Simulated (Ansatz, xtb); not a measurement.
Species: C₄H₅N, net charge 0, singlet state. 
Structure (B3LYP-D3(BJ)/def2-TZVP (Ansatz, an electronic-structure program) minimum search):
SMILES: C/C=C\C#N
```xyz
10

C     -1.8122    -0.0744     0.0629
C     -0.6993    -1.0628     0.0570
C      0.6056    -0.7788     0.0044
C      1.1118     0.5510    -0.0546
N      1.5346     1.6227    -0.1026
H     -1.4497     0.9516     0.0183
H     -2.4782    -0.2482    -0.7869
H     -2.4197    -0.1928     0.9645
H     -0.9762    -2.1110     0.0994
H      1.3467    -1.5680     0.0047
```

Harmonic wavenumbers from GFN2-xTB (xtb, at its own minimum), cm⁻¹: 137, 153, 255, 381, 506, 638, 758, 915, 949, 997, 1028, 1093, 1218, 1335, 1400, 1463, 1469, 1672, 2369, 2998, 3014, 3047, 3056, 3069.

Give the harmonic wavenumbers at B3LYP-D3(BJ)/def2-TZVP (Ansatz, finite differences of forces, unscaled).

153, 161, 291, 402, 534, 674, 753, 907, 970, 988, 1073, 1128, 1264, 1404, 1431, 1480, 1482, 1688, 2330, 3028, 3070, 3122, 3158, 3186 cm⁻¹. Zero-point energy 49.6 kcal/mol.

From these and the geometry, give the ideal-gas thermochemistry at 298.15 K and 1 atm (rigid rotor, harmonic oscillator).

Point group Cs, rotational symmetry number 1. Rotational constants 12.14, 3.483, 2.753 GHz. S(trans) 38.53, S(rot) 25.43, S(vib) 9.33, S(elec, spin only) 0.00, S 73.3 cal/(mol K). H(298) - H(0) 4.03 kcal/mol; G - E(el) 31.8 kcal/mol.
